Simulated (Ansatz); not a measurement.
Geometry optimisation, RKS PBE0-D4/def2-SVP (Ansatz).

input.yaml

```yaml
crystal:
  periodic: [false, false, false]
  atoms:
    - { symbol: Al, position_ang: [-0.1212, -0.3456, -0.2592] }
    - { symbol: C, position_ang: [0.3613, 1.7037, 0.6394] }
    - { symbol: C, position_ang: [-1.8337, -1.0146, 0.4666] }
    - { symbol: C, position_ang: [1.5768, -1.2155, -0.7715] }
    - { symbol: H, position_ang: [-0.1738, 1.3633, -0.6119] }
    - { symbol: H, position_ang: [-0.5524, 1.162, -1.5045] }
    - { symbol: H, position_ang: [-0.3748, 2.4464, 0.9477] }
    - { symbol: H, position_ang: [0.6367, 1.1768, 1.5743] }
    - { symbol: H, position_ang: [1.2674, 2.2415, 0.3487] }
    - { symbol: H, position_ang: [-2.4857, -0.1599, 0.6776] }
    - { symbol: H, position_ang: [-1.7372, -1.5779, 1.401] }
    - { symbol: H, position_ang: [-2.3807, -1.6589, -0.228] }
    - { symbol: H, position_ang: [1.8721, -0.8686, -1.769] }
    - { symbol: H, position_ang: [1.5443, -2.3083, -0.8102] }
    - { symbol: H, position_ang: [2.4009, -0.9444, -0.101] }
basis:
  gaussian: { orbitals: def2-SVP }
hamiltonian:
  xc: pbe0
  dispersion: d4
relax:
  f_tol: 0.15
  max_steps: 25
  restrain:
    - { distance: [0, 5], at: 2.82, k: 30.0 }
    - { distance: [4, 1], at: 2.37, k: 30.0 }
    - { distance: [0, 1], at: 1.97, k: 30.0 }
    - { distance: [4, 5], at: 0.62, k: 30.0 }
output:
  orbitals: {}
```

Launched with:

```bash
$ ansatz run input.yaml --threads 2 --pin off --max-ram 3072MiB --backend cpu --events-out ev --progress --plain --runs-dir out
```

Q: Where does it end, and by what steps?

A: The run converged. The restraints hold the end off the free minimum. After 9 steps the energy has fallen by 1.204 eV (the restraints' own energy left out); H5 moved furthest, 0.78 Å. Parted: Al1–H5. Joined: H5–H6.

```json
{"step": "0", "energy less start (eV)": "0.0000", "largest force component (eV/Å)": "1.334", "accepted": "yes"}
{"step": "1", "energy less start (eV)": "0.0247", "largest force component (eV/Å)": "2.472", "accepted": "yes"}
{"step": "2", "energy less start (eV)": "-0.0203", "largest force component (eV/Å)": "4.532", "accepted": "yes"}
{"step": "3", "energy less start (eV)": "-0.3554", "largest force component (eV/Å)": "3.870", "accepted": "yes"}
{"step": "4", "energy less start (eV)": "-0.9470", "largest force component (eV/Å)": "3.737", "accepted": "yes"}
{"step": "5", "energy less start (eV)": "-1.1497", "largest force component (eV/Å)": "2.487", "accepted": "yes"}
{"step": "6", "energy less start (eV)": "-1.2498", "largest force component (eV/Å)": "0.352", "accepted": "no"}
{"step": "7", "energy less start (eV)": "-1.1879", "largest force component (eV/Å)": "2.287", "accepted": "yes"}
{"step": "8", "energy less start (eV)": "-1.2032", "largest force component (eV/Å)": "2.227", "accepted": "yes"}
{"step": "9", "energy less start (eV)": "-1.2039", "largest force component (eV/Å)": "2.256", "accepted": "yes"}
```

```xyz
15
Properties=species:S:1:pos:R:3
Al 0.061 -0.234 0.215
C 0.454 1.564 0.913
C -1.715 -1.025 0.482
C 1.493 -1.245 -0.671
H -0.418 1.638 -1.299
H -0.670 1.442 -1.927
H -0.433 2.217 0.956
H 0.835 1.495 1.949
H 1.238 2.082 0.335
H -2.501 -0.272 0.656
H -1.708 -1.688 1.367
H -2.028 -1.655 -0.368
H 1.640 -0.877 -1.703
H 1.289 -2.325 -0.744
H 2.464 -1.117 -0.163
```

Run time: 24 s on 2 threads of Arm Neoverse V2, on a shared host, peak memory 0.25 GiB.
